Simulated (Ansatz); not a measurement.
Reaction (ligand exchange at the Si–C bond): `CC[Si]C` + HCl → `C[Si]Cl` + `CC`

Isolated molecules relaxed with PBE0-D4/def2-TZVP in Ansatz; ΔE leaves out vibrations. CCSD(T)/CBS adds triple-zeta CCSD(T) − MP2 to the extrapolated MP2 energy (def2 sets, frozen cores). This one scheme is used for every species. DFT in def2-TZVPP. B3LYP here is the variant with VWN-RPA as its local correlation; programs differ in this. HSE06 is defined as in plane-wave codes. One conformer a species, not always the lowest.

`CC[Si]C`:

Cartesian coordinates in Å:
```
C -0.416 1.089 -0.802
C 0.636 0.020 -1.061
Si 0.709 -1.599 -0.064
C -0.149 -1.050 1.535
H -0.408 1.423 0.237
H -0.262 1.972 -1.430
H -1.422 0.716 -1.013
H 1.646 0.419 -0.843
H 0.688 -0.235 -2.126
H 0.311 -0.140 1.942
H -1.195 -0.792 1.320
H -0.138 -1.822 2.305
```

HCl:

Cartesian coordinates in Å:
```
Cl -0.344 0.376 -0.386
H 0.344 -0.376 0.386
```

`C[Si]Cl`:

```xyz
6

C    -0.299   -0.510    0.110
Si   -0.434    1.200   -0.679
Cl    1.500    1.878   -0.257
H     0.513   -1.078   -0.357
H    -1.231   -1.073    0.011
H    -0.049   -0.417    1.173
```

`CC`:

Cartesian coordinates in Å:
```
C 0.161 0.681 -0.295
C -0.161 -0.681 0.295
H 0.422 1.402 0.484
H 1.004 0.627 -0.988
H -0.691 1.088 -0.846
H -0.422 -1.402 -0.484
H -1.003 -0.627 0.988
H 0.691 -1.088 0.846
```

| level | ΔE (kJ/mol) | difference from CCSD(T)/CBS |
| --- | --- | --- |
| LDA (SPW92) | -148.7 | 3.5 |
| PBE-D4 | -154.2 | -2.0 |
| BLYP-D4 | -157.6 | -5.4 |
| r2SCAN-D4 | -158.4 | -6.2 |
| PBE0-D4 | -154.3 | -2.1 |
| B3LYP-D4 | -158.3 | -6.1 |
| r2SCANh-D4 | -158.2 | -6.0 |
| r2SCAN0-D4 | -158.1 | -5.9 |
| HSE06-D4 | -154.8 | -2.6 |
| BHLYP-D4 | -160.6 | -8.4 |
| CAM-B3LYP-D4 | -157.0 | -4.8 |
| ωB97M-V | -157.1 | -4.9 |
| B2PLYP | -161.4 | -9.2 |
| PBE-QIDH | -155.9 | -3.7 |
| PBE | -159.0 | -6.8 |
| revPBE | -162.4 | -10.2 |
| BLYP | -167.2 | -15.0 |
| r2SCAN | -159.9 | -7.7 |
| PBE0 | -158.5 | -6.3 |
| B3LYP | -165.6 | -13.4 |
| r2SCANh | -159.8 | -7.6 |
| r2SCAN0 | -159.8 | -7.6 |
| HSE06 | -158.7 | -6.5 |
| BHLYP | -165.7 | -13.5 |
| CAM-B3LYP | -161.3 | -9.1 |
| LC-ωPBE | -153.7 | -1.5 |
| RPA@PBE/def2-TZVPP | -146.4 | 5.8 |
| HF/def2-SVP | -165.9 | -13.7 |
| CCSD/def2-SVP | -149.9 | 2.3 |
| CCSD(T)/def2-SVP | -148.7 | 3.5 |
| HF/def2-TZVPP | -169.4 | -17.2 |
| MP2/def2-TZVPP | -153.1 | -0.9 |
| SCS-MP2/def2-TZVPP | -154.6 | -2.4 |
| CCSD/def2-TZVPP | -150.4 | 1.8 |
| CCSD(T)/def2-TZVPP | -149.0 | 3.2 |
| HF/def2-QZVPP | -169.3 | -17.1 |
| MP2/def2-QZVPP | -154.9 | -2.7 |
| HF/CBS(def2) | -169.2 | -17.0 |
| MP2/CBS(def2) | -156.3 | -4.1 |
| CCSD/CBS(def2) | -153.6 | -1.4 |
| CCSD(T)/CBS | -152.2 | 0 |

Largest T1 diagnostic among the species: 0.012.

At CCSD(T), def2-SVP lies +3.5 kJ/mol from the extrapolated value and def2-TZVPP +3.2 kJ/mol. In def2-TZVPP, CCSD(T) changes the Hartree–Fock value by +20.4 kJ/mol (the triples alone add +1.4 kJ/mol) and MP2 by +16.3 kJ/mol. Leaving LDA and LC-ωPBE aside and taking each functional with its dispersion term where it has one, the values, not all of them listed here, spread over 11.0 kJ/mol, from B2PLYP to revPBE-D4. LDA lies +10.3 kJ/mol from PBE without D4.
